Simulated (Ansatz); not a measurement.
The cluster SnSe₂, relaxed as a singlet with RKS PBE-D4/def2-TZVP in Ansatz, starting from the GFN2-xTB geometry. Force threshold 0.02 eV/Å.

In the def2 sets Sn takes a core potential; there is no spin–orbit coupling. The structure comes from a short search, and lower isomers may exist.

Start:

```xyz
3

Sn    1.0673   -0.9580    0.2161
Se   -0.3037    0.4629   -1.3197
Se   -0.7637    0.4951    1.1036
```

```json
{"step": "1", "energy (eV)": "-136513.7132", "largest force component (eV/Å)": "0.941", "SCF passes": "20"}
{"step": "2", "energy (eV)": "-136513.7307", "largest force component (eV/Å)": "0.599", "SCF passes": "23"}
{"step": "3", "energy (eV)": "-136513.7487", "largest force component (eV/Å)": "0.106", "SCF passes": "22"}
{"step": "4", "energy (eV)": "-136513.7492", "largest force component (eV/Å)": "0.004", "SCF passes": "25"}
```

Force components are those of the run's own axes.

End:

Cartesian coordinates in Å:
```
Sn 1.101 -0.989 0.223
Se -0.321 0.478 -1.319
Se -0.780 0.511 1.096
```

By distances, no bond broke or formed. The bond that changes most is Sn1–Se3, from 2.50 to 2.56 Å (atoms count from 1).

No frequencies were taken in this run, so the end may be a saddle point.

Run time 4.6 s (4 threads of Arm Neoverse V1 on a shared host).
